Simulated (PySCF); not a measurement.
Basis and Hamiltonian dependence of the ionisation energy of N²⁺

N²⁺ [He] 2s2 2p1 (2P) → N³⁺ [He] 2s2 (1S). All values are computed (PySCF 2.14, energy differences of UHF-based or UKS calculations, no spin-orbit coupling). Values in eV.

```
                                                            basis       Hamiltonian  functions     UHF     LDA    PBE0  MP2 (valence)  CCSD(T) (valence)  CCSD(T) (valence and next inner shell)
                                                          cc-pVDZ  non-relativistic         14  47.303     n/a     n/a         47.291             47.032                                     n/a
                                                         def2-SVP  non-relativistic         14  47.514     n/a     n/a         47.513             47.240                                     n/a
                                                    jorge-DZP-DKH     spin-free X2C         15  47.193  47.714     n/a         47.204             46.978                                     n/a
                                                      aug-cc-pVDZ  non-relativistic         23  47.313  47.865  48.041         47.307             47.054                                     n/a
                                                    aug-cc-pwCVDZ  non-relativistic         27  47.154  47.715  47.872         47.178             46.936                                  46.959
                                                       cc-pVTZ-DK     spin-free X2C         30  47.255     n/a     n/a         47.438             47.226                                     n/a
                                                        def2-TZVP  non-relativistic         31  47.297  47.860  48.005         47.465             47.240                                     n/a
   x2c-TZVPPall with one added diffuse shell each of s, p, d type     spin-free X2C         40  47.293  47.856  48.001         47.463             47.239                                  47.266
                                                       dyall-av2z  non-relativistic         42  47.275  47.860  47.994         47.342             47.106                                     n/a
                                                   aug-cc-pVTZ-DK     spin-free X2C         46  47.261  47.829  47.966         47.448             47.234                                     n/a
                                                     x2c-QZVPPall     spin-free X2C         57  47.298  47.870  48.007         47.527             47.306                                  47.358
x2c-QZVPPall with one added diffuse shell each of s, p, d, f type     spin-free X2C         73  47.298  47.869  48.007         47.527             47.306                                  47.358
                                                   aug-cc-pVQZ-DK     spin-free X2C         80  47.292  47.859  47.998         47.519             47.298                                     n/a
                                                      aug-cc-pVQZ  non-relativistic         80  47.295  47.862  48.002         47.522             47.300                                     n/a
```

Extrapolation of CCSD(T) (valence) from aug-cc-pVTZ-DK and aug-cc-pVQZ-DK: the correlation parts are -0.026 and 0.006 eV; with the X⁻³ form and unrounded values, (4³ × 0.006 − 3³ × -0.026)/(4³ − 3³) = 0.030 eV, and adding the Hartree-Fock value 47.292 eV of the larger basis gives 47.321 eV.

Frozen in the all-electron rows: valence: 1s2; valence and next inner shell: nothing.

Between the lowest levels the reference is 47.445 eV (semi-empirical (NIST evaluation); NIST Atomic Spectra Database, ionization energies); it includes spin-orbit coupling, which these numbers lack.
